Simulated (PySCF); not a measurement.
# Working with the constants of SeF⁺

M06 constants of SeF⁺, ³Σ⁻ (triplet), unpaired electrons π ↑↑ (PySCF, scalar-relativistic core potentials, basis sets Se cc-pVDZ-PP with ECP10, F cc-pVDZ; masses 79.9165 and 18.9984 u):

* ωe: 804.6 cm⁻¹
* ωexe: 3.33 cm⁻¹
* Be: 0.38297 cm⁻¹
* αe: 0.00227 cm⁻¹
* D (centrifugal): 3.47e-07 cm⁻¹
* De to Se⁺ + F: 3.28 eV

Give the vibrational terms G(v) and spacings up to v = 6.

G(v) = ωe(v+½) − ωexe(v+½)².

```tsv
v	G(v) (cm⁻¹)	G(v) − G(v−1)	Bv (cm⁻¹)
0	401.5		0.3818
1	1199.4	797.9	0.3796
2	1990.7	791.3	0.3773
3	2775.3	784.6	0.3750
4	3553.3	778.0	0.3728
5	4324.6	771.3	0.3705
6	5089.2	764.6	0.3682
```

How well does the Morse estimate ωe²/(4ωexe) reproduce De, and what is D0?

It gives 6.03 eV, 184 % of the computed De. D0 = De − G(0) = 3.28 − 0.05 = 3.23 eV.

Spin–orbit coupling is left out. For an ion De counts to the pair picked by the measured ionisation energies or electron affinities, which need not be the lowest pair at this level. The state is the lowest determinant that a PBE0 search found; another state may lie lower at other levels.
